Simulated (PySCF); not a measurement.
# Dipole response of Fe+ (iron, charge +1)

[Ar] 3d6 4s1, high-spin 6D determinant. Calculation: PySCF 2.14, in aug-cc-pwCVTZ; the non-relativistic Hamiltonian (point nucleus). Coupled (time-dependent) response in atomic units; α is the mean over directions.

```
method  mean α (bohr³)         α xx, yy, zz  C₆ (like pair)  S(−4)
  PBE0           27.62  27.06, 27.06, 28.75           138.2  650.0
```

S(−4) is the Cauchy moment in α(ω) = α(0) + S(−4) ω² + …

α(iu) at PBE0:

```csv
u (hartree),α(iu) (bohr³)
0,27.62
0.0500,26.10
0.100,22.52
0.200,15.14
0.300,10.43
0.500,6.025
0.750,3.863
1.00,2.829
1.50,1.807
2.00,1.291
3.00,0.7735
5.00,0.3755
```

A single London oscillator, α(iu) = α/(1 + u²/ω²), gives C₆ = (3/4) ω α². Matching the computed C₆ needs ω = 4 × 138.2 / (3 × 27.62²) = 0.242 hartree.

For an ion, C₆ is the dispersion term alone; charge-induced terms of lower order in 1/R come first.

The components differ because the open shell of this determinant is not spherical; for a pure term their mean is the scalar polarisability.
